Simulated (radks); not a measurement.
These are the eigenvalues of the occupied orbitals of an atom or ion with whole-number occupations (eV). All-electron calculation, non-relativistic Kohn-Sham, r2SCAN, spin-polarised, spherical densities, point nucleus; meta-GGA in the generalised Kohn-Sham scheme. Program: a radial shooting solver on a logarithmic mesh with Libxc functionals.

1s up: -69358.37
1s down: -69358.36
2s up: -11540.89
2s down: -11540.56
2p up: -11077.46
2p down: -11077.23
3s up: -2691.485
3s down: -2691.433
3p up: -2474.769
3p down: -2474.697
3d up: -2071.437
3d down: -2071.249
4s up: -571.0098
4s down: -570.8152
4p up: -477.8616
4p down: -477.6418
4d up: -307.6648
4d down: -307.3775
5s up: -89.7320
5s down: -87.5733
4f up: -82.7463
4f down: -82.3364
5p up: -61.2271
5p down: -58.8557
5d up: -17.8794
5d down: -15.0687
6s up: -12.4426

Which element is it, and in what charge state? The configuration may be excited. Open shells, if any, are filled with parallel spins first.

Answer. Z = 77, iridium, charge +1: Ir+ in [Xe] 4f14 5d7 6s1. The list shows which subshells hold electrons but not how many an open one holds; the 1s level, -2548.9 hartree, gives Z - s = 71.4 by -(Z - s)^2/2, which with screening narrows Z to a few neighbours, and the depths of the outer levels then fix element, charge and occupations together.
